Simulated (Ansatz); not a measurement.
`Cl[Si](Cl)(Cl)[SnH3]` and `Cl[SiH2]N[Si](Cl)(Cl)Cl` differ in one atom or group.

Ansatz, PBE0-D4/def2-TZVP geometries, multiplicity 1. Each molecule was computed in one conformer, which needn't be the lowest.

Elements past krypton have def2 core potentials.

| property | `Cl[Si](Cl)(Cl)[SnH3]` |
| --- | --- |
| HOMO energy (ωB97M-V/def2-TZVPP) / eV | -10.17 |
| LUMO energy (B3LYP/def2-TZVPP) / eV | -1.06 |
| HOMO–LUMO gap (ωB97M-V/def2-TZVPP) / eV | 11.05 |
| HOMO–LUMO gap (PBE0/def2-TZVPP) / eV | 7.42 |
| LUMO energy (ωB97M-V/def2-TZVPP) / eV | 0.87 |
| size of the dipole moment (ωB97M-V/def2-TZVPP) / D | 1.60 |

Q: Give the same properties after the change, and the shifts. (Best estimate.)

A: The calculation gave: 
```csv
property,`Cl[SiH2]N[Si](Cl)(Cl)Cl`,shift
HOMO energy (ωB97M-V/def2-TZVPP) / eV,-10.93,-0.76
LUMO energy (B3LYP/def2-TZVPP) / eV,-0.31,0.75
HOMO–LUMO gap (ωB97M-V/def2-TZVPP) / eV,12.60,1.55
HOMO–LUMO gap (PBE0/def2-TZVPP) / eV,8.60,1.18
LUMO energy (ωB97M-V/def2-TZVPP) / eV,1.67,0.80
size of the dipole moment (ωB97M-V/def2-TZVPP) / D,1.85,0.25
```

With PBE0 the HOMO falls by 0.45 eV and the LUMO rises by 0.73 eV, so the gap widens by about 1.18 eV. PBE moves the HOMO by -0.16 eV and ωB97M-V by -0.76 eV. Dipoles are sizes alone; their direction can turn.

B3LYP here is the variant with VWN-RPA as its local correlation; programs differ in this.
